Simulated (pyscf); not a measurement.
**H₂B–O–SiH₃, singlet**

Gas-phase minimum from PySCF at ωB97X-D3(BJ)/def2-SVP, one conformer. 

SMILES: BO[SiH3]
```xyz
8

B     -0.1297     1.8591    -0.4627
O      0.1669     0.6260     0.0050
Si    -0.0361    -0.9084    -0.6595
H      0.1285     2.8134     0.2371
H     -0.6400     1.9865    -1.5605
H     -0.6599    -0.7960    -2.0079
H     -0.9094    -1.6919     0.2523
H      1.3021    -1.5467    -0.7586
```
Charge 0, spin multiplicity 1.

Bond lengths (Å): B1–O2 1.352, B1–H4 1.211, B1–H5 1.217, O2–Si3 1.684, Si3–H6 1.490, Si3–H7 1.486, Si3–H8 1.486. Bond angles (°): O2–B1–H4 118.2, O2–B1–H5 120.0, H4–B1–H5 121.9, B1–O2–Si3 131.9, O2–Si3–H6 109.8, O2–Si3–H7 108.0, O2–Si3–H8 108.0, H6–Si3–H7 110.4, H6–Si3–H8 110.4, H7–Si3–H8 110.1.

Properties at ωB97X-D3(BJ)/def2-SVP:

* **Harmonic wavenumbers, unscaled**: 80, 211, 283, 721, 741, 755, 964, 969, 987, 1030, 1075, 1231, 1409, 2270, 2291, 2292, 2545, 2650 cm⁻¹
* **Zero-point energy**: 32.2 kcal/mol
* **Rotational symmetry number**: 1
* **Entropy of this conformer at 298 K and 1 atm, rigid rotor and harmonic oscillator, modes under 100 cm⁻¹ raised to 100**: 291.0 J/(mol K)
* **Dipole moment**: 1.29 D

Single-point totals, which compare only within one level (frozen core for MP2 and CC):

| level | total energy (hartree) |
|---|---|
| ωB97X-D3(BJ)/def2-TZVP | -392.74644 |
| PBE/def2-TZVP | -392.39091 |
| r²SCAN/def2-TZVP | -392.59424 |
| B3LYP-D3(BJ)/def2-TZVP | -392.72465 |
| PBE0-D3(BJ)/def2-TZVP | -392.43639 |
| M06-2X/def2-TZVP | -392.61849 |
| ωB97M-D3(BJ)/def2-TZVP | -392.74828 |
| HF/def2-TZVPP | -391.51841 |
| MP2/def2-TZVPP | -391.98407 |
| CCSD/def2-TZVPP | -392.01981 |
| CCSD(T)/def2-TZVPP | -392.03620 |

Soft torsions are taken as harmonic, which can shift the entropy by several J/(mol K). The CCSD(T) − MP2 part came from Ansatz, without density fitting, on the same reference.
